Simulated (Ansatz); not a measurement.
Total energies of Si₆H₁₁, a cluster with a defect cut from the lattice of silicon (one cap removed) from Ansatz at PBE0-D4/def2-TZVP, gas phase (1 Eh = 27.2114 eV = 2625.5 kJ/mol). The reference geometry is relaxed at PBE-D4/def2-SVP.

```xyz
17

Si    0.881   -2.046    0.733
Si   -0.732    0.025   -2.227
Si    0.627    1.769    0.896
Si    0.465   -0.215    2.155
Si   -1.096    1.789   -0.710
Si   -0.672   -1.974   -1.015
H     0.746   -3.351    1.475
H     2.299   -1.944    0.222
H    -1.832   -0.041   -3.256
H     0.570    0.276   -2.952
H     0.546    2.982    1.789
H     1.958    1.792    0.186
H    -0.929   -0.328    2.717
H     1.443   -0.205    3.302
H    -2.418    1.583   -0.016
H    -1.138    3.110   -1.436
H    -0.719   -3.223   -1.863
```

```csv
state,geometry,energy (Eh)
charge 0 doublet,reference,-1742.88472
charge 1 singlet,reference,-1742.59562
free Si atom (triplet),–,-289.24943
free H atom (doublet),–,-0.50104
```

(1) Work out the vertical ionisation energy to the singlet.

(2) What is the binding energy per atom against free atoms?

(1) E(charge 1 singlet) − E(charge 0 doublet) = -1742.59562 − (-1742.88472) = 0.28910 Eh = 7.87 eV. For comparison, −ε of the highest occupied level of the spin that leaves is 6.17 eV at this level, 1.70 eV less.

(2) Atoms: 6 × (-289.24943) + 11 × (-0.50104) = -1741.00802 Eh. Binding: -1741.00802 − (-1742.88472) = 1.87670 Eh = 51.07 eV, or 3.00 eV for each of 17 atoms (no zero-point energy, no counterpoise term).
